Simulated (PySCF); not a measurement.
C$_{3}$H$_{10}$FNSi (SMILES CN(C)[SiH](C)F), singlet, at a GFN2-xTB geometry, with bond 12-5 at 2.4 times its length; CASSCF(6,6)/STO-3G in PySCF.

Here is a job for PySCF.
```python
from pyscf import gto, scf, mcscf
import numpy

mol = gto.M(
    atom='''
Si    0.73066831    0.39780201    0.00410263
C     1.91137080   -0.96964629    0.55324295
F     0.91347445    0.65660422   -1.58199937
N    -0.89290327   -0.13145991    0.15723337
C    -1.95731428    0.51789206   -0.57268122
C    -1.37675377   -0.81123966    1.33479539
H     1.07738840    1.70232953    0.57365323
H     1.59766007   -1.94505597    0.19313545
H     2.90513903   -0.77788442    0.16184919
H     1.99452494   -1.02217029    1.63373716
H    -2.71329954   -0.22023469   -0.85277951
H    -3.12273066    2.38665727    0.86673188
H    -1.55755360    0.97017000   -1.47493475
H    -0.55761072   -1.32249902    1.83155038
H    -1.83567788   -0.11250746    2.04467780
H    -2.13178628   -1.54917548    1.04981814
''',
    basis='sto-3g',
    verbose=4,
)

mf = scf.RHF(mol)
mf.kernel()
mc = mcscf.CASSCF(mf, 6, 6)
mc.kernel()
occ = numpy.linalg.eigvalsh(mc.fcisolver.make_rdm1(mc.ci, mc.ncas, mc.nelecas))[::-1]
ss = mc.fcisolver.spin_square(mc.ci, mc.ncas, mc.nelecas)[0]
print('natural occupations', occ.round(4), ' <S^2>', round(ss, 4))
```

Output, abridged:

```
PySCF version 2.14.0

[INPUT] verbose = 4
[INPUT] num. atoms = 16
[INPUT] num. electrons = 58
[INPUT] charge = 0
[INPUT] spin (= nelec alpha-beta = 2S) = 0
[INPUT] symmetry False subgroup None
[INPUT] Mole.unit = angstrom
[INPUT] Symbol           X                Y                Z      unit          X                Y                Z       unit  Magmom
[...]
nuclear repulsion = 328.412108556428
number of shells = 30
number of NR pGTOs = 132
number of NR cGTOs = 44
basis = sto-3g
ecp = {}

******** <class 'pyscf.scf.hf.RHF'> ********
method = RHF
initial guess = minao
damping factor = 0
level_shift factor = 0
DIIS = <class 'pyscf.scf.diis.CDIIS'>
diis_start_cycle = 1
diis_space = 8
diis_damp = 0
SCF conv_tol = 1e-09
SCF conv_tol_grad = None
SCF max_cycles = 50
direct_scf = True
direct_scf_tol = 1e-13
Set gradient conv threshold to 3.16228e-05
Initial guess from minao.
init E= -555.607270171241
[...]
cycle= 1 E= -554.991926154577  delta_E= 0.615  |g|= 0.459  |ddm|= 4.57
[...]
cycle= 2 E= -555.040425533732  delta_E= -0.0485  |g|= 0.45  |ddm|= 1.86
[...]
cycle= 3 E= -555.140170624414  delta_E= -0.0997  |g|= 0.0894  |ddm|= 1.02
[...]
cycle= 4 E= -555.145089573707  delta_E= -0.00492  |g|= 0.0214  |ddm|= 0.211
[...]
cycle= 5 E= -555.145435534509  delta_E= -0.000346  |g|= 0.00541  |ddm|= 0.0583
[...]
cycle= 6 E= -555.145467618652  delta_E= -3.21e-05  |g|= 0.00271  |ddm|= 0.0176
[...]
cycle= 7 E= -555.145472538913  delta_E= -4.92e-06  |g|= 0.000639  |ddm|= 0.00686
[...]
cycle= 8 E= -555.145473056519  delta_E= -5.18e-07  |g|= 0.000237  |ddm|= 0.0024
[...]
cycle= 9 E= -555.145473101367  delta_E= -4.48e-08  |g|= 3.64e-05  |ddm|= 0.000799
[...]
cycle= 10 E= -555.145473102134  delta_E= -7.67e-10  |g|= 1.11e-05  |ddm|= 8.62e-05
[...]
Extra cycle  E= -555.145473102153  delta_E= -1.93e-11  |g|= 9.42e-06  |ddm|= 3.36e-05
converged SCF energy = -555.145473102153

******** <class 'pyscf.mcscf.mc1step.CASSCF'> ********
CAS (3e+3e, 6o), ncore = 26, nvir = 12
max_cycle_macro = 50
max_cycle_micro = 4
conv_tol = 1e-07
conv_tol_grad = None
orbital rotation max_stepsize = 0.02
orbital rotation threshold for CI restart = 0.01
augmented hessian ah_max_cycle = 30
augmented hessian ah_conv_tol = 1e-12
augmented hessian ah_linear dependence = 1e-14
augmented hessian ah_level shift = 1e-08
augmented hessian ah_start_tol = 2.5
augmented hessian ah_start_cycle = 3
augmented hessian ah_grad_trust_region = 3
kf_trust_region = 3
kf_interval = 4
ci_response_space = 4
ci_grad_trust_region = 3
[...]
CASCI E = -555.309895540778  S^2 = 0.0000000
[...]
macro iter  12 ( 19 JK    4 micro), CASSCF E = -555.342340650086  dE =  4.23134093e-04  S^2 = 0.0000000
               |grad[o]|=0.00418  |grad[c]|=0.00777  |ddm|=0.00229  |maxRot[o]|=0.0487
macro iter  13 ( 12 JK    3 micro), CASSCF E = -555.342946394002  dE = -6.05743916e-04  S^2 = 0.0000000
               |grad[o]|=0.00456  |grad[c]|=0.0056  |ddm|=0.0025  |maxRot[o]|=0.045
macro iter  14 ( 21 JK    4 micro), CASSCF E = -555.342972119949  dE = -2.57259463e-05  S^2 = 0.0000000
               |grad[o]|=0.00273  |grad[c]|=0.00605  |ddm|=0.00201  |maxRot[o]|=0.0067
macro iter  15 ( 20 JK    4 micro), CASSCF E = -555.342834825234  dE =  1.37294714e-04  S^2 = 0.0000000
               |grad[o]|=0.0026  |grad[c]|=0.00638  |ddm|=0.00216  |maxRot[o]|=0.0148
macro iter  16 ( 21 JK    4 micro), CASSCF E = -555.343135071065  dE = -3.00245831e-04  S^2 = 0.0000000
               |grad[o]|=0.00312  |grad[c]|=0.00155  |ddm|=0.000597  |maxRot[o]|=0.0355
macro iter  17 ( 21 JK    4 micro), CASSCF E = -555.343136195390  dE = -1.12432497e-06  S^2 = 0.0000000
               |grad[o]|=0.00177  |grad[c]|=0.0044  |ddm|=0.00137  |maxRot[o]|=0.004
macro iter  18 ( 17 JK    4 micro), CASSCF E = -555.343183223221  dE = -4.70278304e-05  S^2 = 0.0000000
               |grad[o]|=0.00176  |grad[c]|=0.00314  |ddm|=0.00085  |maxRot[o]|=0.00793
macro iter  19 ( 13 JK    4 micro), CASSCF E = -555.343264757921  dE = -8.15347008e-05  S^2 = 0.0000000
               |grad[o]|=0.00144  |grad[c]|=0.00208  |ddm|=0.000379  |maxRot[o]|=0.0244
macro iter  20 ( 11 JK    3 micro), CASSCF E = -555.343273935235  dE = -9.17731404e-06  S^2 = 0.0000000
               |grad[o]|=0.000486  |grad[c]|=0.00029  |ddm|=0.000209  |maxRot[o]|=0.00908
macro iter  21 (  6 JK    1 micro), CASSCF E = -555.343274212078  dE = -2.76842684e-07  S^2 = 0.0000000
               |grad[o]|=8.28e-05  |grad[c]|=0.000138  |ddm|=4.84e-05  |maxRot[o]|=0.00164
macro iter  22 (  1 JK    1 micro), CASSCF E = -555.343274212179  dE = -1.00953912e-10  S^2 = 0.0000000
               |grad[o]|=1.48e-05  |grad[c]|=1.05e-05  |ddm|=1.9e-05  |maxRot[o]|=    0
1-step CASSCF converged in  22 macro (357 JK  76 micro) steps
CASSCF canonicalization
Density matrix diagonal elements [1.97562177 1.94506255 1.33135498 0.70501756 0.0178823  0.02506084]
CASSCF energy = -555.343274212179
CASCI E = -555.343274212179  E(CI) = -6.57086723537373  S^2 = 0.0000000
natural occupations [1.9818 1.9758 1.3044 0.6957 0.0246 0.0178]  <S^2> 0.0
```
